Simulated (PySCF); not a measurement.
Species: C5H11NOSi2.
Cartesian coordinates in Å at the PBE0-D3(BJ)/def2-SVP level; atoms count from 1:
```
atom  x, y, z in Å
C1     2.808    0.601    0.074
C2     1.972   -0.651   -0.192
Si3    0.272   -0.578    0.571
O4    -0.670   -1.909    0.175
Si5   -2.230   -1.595   -0.363
C6    -2.300    0.284   -0.093
C7    -0.841    0.790   -0.210
C8    -0.618    2.107    0.350
N9    -0.415    3.142    0.831
H10    2.949    0.774    1.152
H11    3.808    0.520   -0.378
H12    2.336    1.508   -0.336
H13    1.846   -0.823   -1.276
H14    2.479   -1.551    0.197
H15    0.334   -0.400    2.051
H16   -3.236   -2.339    0.445
H17   -2.361   -1.980   -1.799
H18   -2.676    0.470    0.927
H19   -2.975    0.816   -0.782
H20   -0.547    0.826   -1.275
```

Computed with PySCF at PBE0/pcSseg-1, non-relativistic, on one gas-phase PBE0-D3(BJ)/def2-SVP geometry that isn't relaxed in the solvent. The solvent is an IEF-PCM continuum (Bondi radii, 1.10 Å for H, scaled by 1.2). Specific hydrogen bonds and non-electrostatic terms are outside this model.

```json
{"run": "gas", "E − E(gas) (kJ/mol)": "0.00", "HOMO (eV)": "-8.35", "HOMO–LUMO gap (eV)": "8.40", "dipole (D)": "3.33"}
{"run": "P", "E − E(gas) (kJ/mol)": "-33.76", "HOMO (eV)": "-8.24", "HOMO–LUMO gap (eV)": "8.53", "dipole (D)": "4.39"}
{"run": "Q", "E − E(gas) (kJ/mol)": "-27.71", "HOMO (eV)": "-8.26", "HOMO–LUMO gap (eV)": "8.52", "dipole (D)": "4.19"}
```

Task: The runs were made in dimethylsulfoxide and tetrahydrofuran. Which run belongs to which solvent?

Result: P = dimethylsulfoxide, Q = tetrahydrofuran. The dielectric constants are 7.426 (tetrahydrofuran), 46.83 (dimethylsulfoxide), and the energy falls further as ε rises. In this model the ground state sees the solvent through ε alone.

Task: How constant is the ratio of the lowering to (ε − 1)/(2ε + 1)?

Result: 
```csv
solvent,(ε − 1)/(2ε + 1),E − E(gas) (kJ/mol),ratio (kJ/mol),polarisation term (kJ/mol)
tetrahydrofuran,0.405,-27.71,-68.3,-32.25
dimethylsulfoxide,0.484,-33.76,-69.7,-40.60
```

The ratio changes by +2.0 % in size from tetrahydrofuran to dimethylsulfoxide. The polarisation term is half the interaction of the solute with the induced surface charges.
